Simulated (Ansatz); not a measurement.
AlH₇SSi₂, SMILES `[SiH3][AlH][S][SiH3]` at its PBE0-D4/def2-TZVP geometry, where that method's forces vanish. Charge 0, multiplicity 1.

```tsv
atom	x (Å)	y (Å)	z (Å)
Si1	-0.715	0.033	1.745
Al2	-0.535	-1.668	-0.013
S3	0.396	-1.205	-1.936
Si4	0.933	0.840	-1.624
H5	-1.107	1.361	1.194
H6	-1.731	-0.359	2.763
H7	0.589	0.202	2.447
H8	-1.050	-3.160	0.118
H9	1.486	1.045	-0.260
H10	1.971	1.176	-2.630
H11	-0.237	1.736	-1.804
```

(1) For each bond, give half the difference of the two atoms' forces along it (eV/Å; positive pushes the atoms apart) under PBE-D4, r2SCAN-D4, B3LYP-D4, ωB97M-V in def2-TZVPP. (An estimate is asked.)

Results:

(1) Computed: 
```json
{"bond": "Si1–Al2", "length (Å)": "2.453", "PBE-D4": "-0.13", "r2SCAN-D4": "0.00", "B3LYP-D4": "0.08", "ωB97M-V": "0.04"}
{"bond": "Si1–H5", "length (Å)": "1.490", "PBE-D4": "0.09", "r2SCAN-D4": "-0.01", "B3LYP-D4": "-0.06", "ωB97M-V": "-0.09"}
{"bond": "Si1–H6", "length (Å)": "1.490", "PBE-D4": "0.10", "r2SCAN-D4": "-0.02", "B3LYP-D4": "-0.07", "ωB97M-V": "-0.10"}
{"bond": "Si1–H7", "length (Å)": "1.491", "PBE-D4": "0.10", "r2SCAN-D4": "0.00", "B3LYP-D4": "-0.06", "ωB97M-V": "-0.10"}
{"bond": "Al2–S3", "length (Å)": "2.186", "PBE-D4": "0.14", "r2SCAN-D4": "0.03", "B3LYP-D4": "0.09", "ωB97M-V": "0.05"}
{"bond": "Al2–H8", "length (Å)": "1.583", "PBE-D4": "0.07", "r2SCAN-D4": "-0.04", "B3LYP-D4": "-0.15", "ωB97M-V": "-0.14"}
{"bond": "S3–Si4", "length (Å)": "2.137", "PBE-D4": "0.13", "r2SCAN-D4": "0.05", "B3LYP-D4": "0.20", "ωB97M-V": "0.10"}
{"bond": "Si4–H9", "length (Å)": "1.486", "PBE-D4": "0.05", "r2SCAN-D4": "-0.03", "B3LYP-D4": "-0.09", "ωB97M-V": "-0.10"}
{"bond": "Si4–H10", "length (Å)": "1.483", "PBE-D4": "0.09", "r2SCAN-D4": "-0.03", "B3LYP-D4": "-0.12", "ωB97M-V": "-0.14"}
{"bond": "Si4–H11", "length (Å)": "1.485", "PBE-D4": "0.07", "r2SCAN-D4": "-0.02", "B3LYP-D4": "-0.09", "ωB97M-V": "-0.12"}
```

B3LYP here is the variant with VWN-RPA as its local correlation; programs differ in this.
